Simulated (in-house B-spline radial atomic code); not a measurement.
Values are calculated unless marked as measured or tabulated.
Co ion on N atom: potential, deflection and energy transfer

The pair potential comes from two frozen, spherical free-atom densities (PBE, B-spline radial code, scalar-relativistic past argon): electrostatics plus the change in Thomas-Fermi kinetic and Dirac exchange energy where they overlap, the recipe behind the universal ZBL potential, which averages such potentials (from solid-state densities) over many pairs. It is written V = (Z1 Z2 e²/r) φ(r/a), with e² = 14.3996 eV·Å and a = 0.46850 Å/(Z1^0.23 + Z2^0.23); ZBL's fit is φ = 0.18175 e^(−3.1998x) + 0.50986 e^(−0.94229x) + 0.28022 e^(−0.4029x) + 0.02817 e^(−0.20162x). Where φ falls below 4e-4 it is continued as an exponential.

Masses 58.93 and 14.01 u.

```
x = r/a  φ, this pair    φ, ZBL
    0.1        0.8949    0.8928
    0.5        0.6325    0.6096
    1.5        0.3239    0.2995
      3        0.1463    0.1292
      5       0.05812   0.05224
      8       0.01949   0.01705
     12       0.00479   0.00474
     17     0.0008995  0.001212
```

(1) At x = 5 the electrostatic, kinetic and exchange parts are -37.26, 326.18 and -39.19 eV. Find r, V and φ.

(2) The ion comes in at 11.19 keV with impact parameter 0.0633 Å. The scattering integral gives a centre-of-mass angle of 141.5° and a closest approach of 2.248 a. What are the reduced energy, the energy passed on and the laboratory angles?

Answers

(1) a = 0.46850/(2.1341 + 1.5645) = 0.12667 Å, so r = 0.63335 Å. V = -37.26 + 326.18 + (-39.19) = 249.73 eV. The bare repulsion is 27 × 7 × 14.3996/0.63335 = 4297 eV, so φ = 0.0581, +11.2 % against ZBL's 0.0522. The kinetic (Pauli) term is 131 % of V here, as the other two terms together attract.

(2) ε = E a M2/(Z1 Z2 e² (M1 + M2)) = 11190 × 8.9399e-06 = 0.1. The most that one collision can pass on is γE with γ = 4 M1 M2/(M1 + M2)² = 0.6207. Here T = γE sin²(θ/2) = 0.6207 × 11190 × 0.8913 = 6188 eV. The ion turns by arctan(sin θ/(cos θ + M1/M2)) = 10.3°, and the struck atom leaves at (180° − θ)/2 = 19.3°. The closest approach is 0.285 Å. With ZBL the angle would be 139.86° and T = 6126 eV.
